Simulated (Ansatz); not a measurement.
Cost and result up the ladder for the cluster Pb2S3 (5 atoms). Total charge 0; singlet. Geometry: r2SCAN-D4/def2-SVP.

| atom | x (Å) | y (Å) | z (Å) |
| --- | --- | --- | --- |
| Pb1 | 1.4718 | 0.8079 | 2.0005 |
| Pb2 | -0.5292 | -0.2916 | -0.7229 |
| S3 | 0.1148 | 2.0003 | 0.1461 |
| S4 | 0.7863 | -1.5079 | 1.0689 |
| S5 | -1.8437 | -1.0086 | -2.4926 |

Ansatz on 4 threads of Arm Neoverse V2 on a shared host. Times are rough, and most runs start from the orbitals of an earlier one. PBE0-D4/def2-TZVP serves as the yardstick here, not as an exact answer. Differences are given only for rows in sets of like size (and for xTB, whose basis is part of the method), since another set adds its own error. Binding counts from free atoms at the same level (Pb triplet, S triplet; other spins of the atoms weren't run), without zero-point energy or a counterpoise term.

In the def2 sets Pb takes a core potential; there is no spin–orbit coupling. B3LYP takes the VWN-RPA correlation. Correlated methods freeze 23 core orbitals; core or outer-core shells of Pb are correlated, in sets that lack core-valence functions. Another isomer (singlet) lies 1.70 eV lower at PBE0-D4/def2-TZVP; other spin states weren't run for this one.

Correlated methods converge slowly with the basis.

```
                         level  functions  binding energy per atom (eV)  difference from PBE0-D4/def2-TZVP (eV)           remarks
           r2SCAN-D4/def2-TZVP        211                          2.67                                    0.04                 –
            B3LYP-D4/def2-TZVP        211                          2.59                                   -0.04                 –
             PBE0-D4/def2-TZVP        211                          2.64                                    0.00                 –
PBE-D4/def2-TZVP (with forces)        211                          2.84                                    0.20                 –
          r2SCANh-D4/def2-TZVP        211                          2.60                                   -0.04                 –
              PBE0-D4/def2-SVP        106                          2.56                                       –                 –
             RPA@PBE/def2-TZVP        211                          2.25                                   -0.38                 –
               PBE-D4/def2-SVP        106                          2.78                                       –                 –
           revPBE-D4/def2-TZVP        211                          2.70                                    0.06                 –
             CCSD(T)/def2-TZVP        211                          2.46                                   -0.18  large T1 (0.021)
```

Task: Estimate how long each takes.

Result: PBE-D4/def2-SVP 1.1 s; PBE0-D4/def2-SVP 1.7 s; revPBE-D4/def2-TZVP 2.3 s; PBE-D4/def2-TZVP (with forces) 2.9 s; B3LYP-D4/def2-TZVP 4.7 s; PBE0-D4/def2-TZVP 6 s; r2SCAN-D4/def2-TZVP 6.5 s; RPA@PBE/def2-TZVP 6.5 s; r2SCANh-D4/def2-TZVP 7.5 s; CCSD(T)/def2-TZVP 2.7 min. On shared hardware such times vary by a factor of up to 3.
